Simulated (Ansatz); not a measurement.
Reaction (redistribution): `[OH][GeH2][SiH2]S` + `B[O][GeH3]` → `BO[SiH2]S` + `[OH][GeH2][GeH3]`

Gas-phase electronic energies from Ansatz, PBE0-D4/def2-TZVP geometries. CCSD(T)/CBS is the MP2 limit (def2-TZVPP, def2-QZVPP) plus CCSD(T) − MP2 in def2-TZVPP, frozen cores. Functionals use def2-TZVPP. For Ge outer-core shells are correlated without core-valence functions, which leaves a few kJ/mol of doubt a bond. Scalar relativity is left out up to krypton. One conformer a species, not always the lowest.

```
            species  ωB97M-V energy (Eh)
`[OH][GeH2][SiH2]S`          -2843.43081
       `B[O][GeH3]`          -2179.99650
        `BO[SiH2]S`           -790.84309
 `[OH][GeH2][GeH3]`          -4232.61489
```

**Question.** Work out ΔE.

**Answer.** ΔE = (-790.84309) + (-4232.61489) − (-2843.43081) − (-2179.99650) = -0.03067 Eh = -80.5 kJ/mol. CCSD(T)/CBS gives -80.2 kJ/mol.

Largest T1 diagnostic among the species: 0.013.

From PBE to PBE0 (25 % exact exchange), in def2-TZVPP and without D4, ΔE moves by −4.0 kJ/mol. The D4 term adds +3.7 kJ/mol with B3LYP and +1.9 kJ/mol with PBE0; it sums over pairs of atoms, weighted by their polarisabilities, and B3LYP, whose exchange is more repulsive, gets the larger term.

B3LYP here is the variant with VWN-RPA as its local correlation; programs differ in this.
